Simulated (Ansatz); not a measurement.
Cost and result for the atomization energy of C$_{2}$H$_{5}$ClGeO (`O=C[CH](Cl)[GeH3]`) (10 atoms, 9 bonds).

| atom | x (Å) | y (Å) | z (Å) |
| --- | --- | --- | --- |
| O1 | -1.198 | 1.041 | 1.906 |
| C2 | -1.159 | 0.692 | 0.762 |
| C3 | 0.023 | 0.759 | -0.144 |
| Cl4 | 1.341 | 1.752 | 0.482 |
| Ge5 | 0.710 | -1.087 | -0.477 |
| H6 | -2.044 | 0.236 | 0.264 |
| H7 | -0.292 | 1.157 | -1.112 |
| H8 | 1.237 | -1.630 | 0.853 |
| H9 | -0.440 | -1.957 | -1.011 |
| H10 | 1.821 | -0.963 | -1.523 |

Total charge 0; spin multiplicity 1. Correlated methods include outer-core shells of Ge, which these sets cover unevenly. Scalar relativity is left out up to krypton. Geometry: relaxed with PBE0-D4/def2-TZVP. It is one conformer, not always the lowest. Program: Ansatz. All runs use 4 threads of an Arm Neoverse V2 on a shared host. Times are those of one run each, without the atoms' runs, and a repeat can differ threefold. Electronic energies, without spin–orbit coupling; frozen cores. CCSD(T)/CBS adds CCSD(T) − MP2 in def2-TZVPP to the MP2 limit, and its time is that of the two runs behind it. T1 = 0.013. With those shells the extrapolation isn't a true limit. B3LYP takes the VWN-RPA correlation (the form of Gaussian; ORCA's B3LYP/G). HSE06 is the plane-wave form, built on full-range PBE exchange.

CCSD(T)/CBS is a level of theory with its own doubt, some kJ/mol a heavy atom from the limit and from the frozen cores, so smaller differences don't rank the functionals.

```csv
level,functions,wall time,atomization (kJ/mol),difference from CCSD(T)/CBS,per bond
LDA (SPW92)/def2-TZVPP,253,1.6 s,4054.0,569.1,63.2
revPBE-D4/def2-TZVPP,253,2.7 s,3475.1,-9.8,-1.1
BLYP-D4/def2-TZVPP,253,2.7 s,3468.4,-16.5,-1.8
HSE06-D4/def2-TZVPP,253,4.8 s,3489.5,4.6,0.5
CAM-B3LYP-D4/def2-TZVPP,253,5.5 s,3476.7,-8.2,-0.9
B3LYP-D4/def2-TZVPP (with forces),253,7 s,3461.0,-23.9,-2.7
B2PLYP/def2-TZVPP,253,8.5 s,3431.6,-53.3,-5.9
ωB97X-V/def2-TZVPP,253,11 s,3494.1,9.2,1.0
CCSD(T)/def2-SVP,117,11 s,3290.7,-194.2,-21.6
B97M-V/def2-TZVPP,253,13 s,3505.9,21.0,2.3
MP2/def2-QZVPP,480,34 s,3517.5,32.6,3.6
CCSD(T)/def2-TZVPP,253,4.8 min,3398.6,-86.3,-9.6
CCSD(T)/CBS(def2),–,5.4 min,3484.9,0.0,0.0
```

From r2SCAN to r2SCAN0 (25 % exact exchange), in def2-TZVPP and without D4, the atomization energy moves by −74.0 kJ/mol: exact exchange takes away binding that semilocal exchange gives to molecules. At CCSD(T), def2-SVP lies −194.2 kJ/mol from the extrapolated value and def2-TZVPP −86.3 kJ/mol: correlation converges slowly with the basis, and small sets miss more of it in the bonded molecule than in its fragments. In def2-TZVPP, CCSD(T) changes the Hartree–Fock value by +965.7 kJ/mol (the triples alone add +67.2 kJ/mol) and MP2 by +1034.2 kJ/mol; breaking electron pairs costs correlation energy, which Hartree–Fock lacks.

For some Ge, Se and Sn compounds the MP2-based and the directly extrapolated limit differ by 10 to 25 kJ/mol.
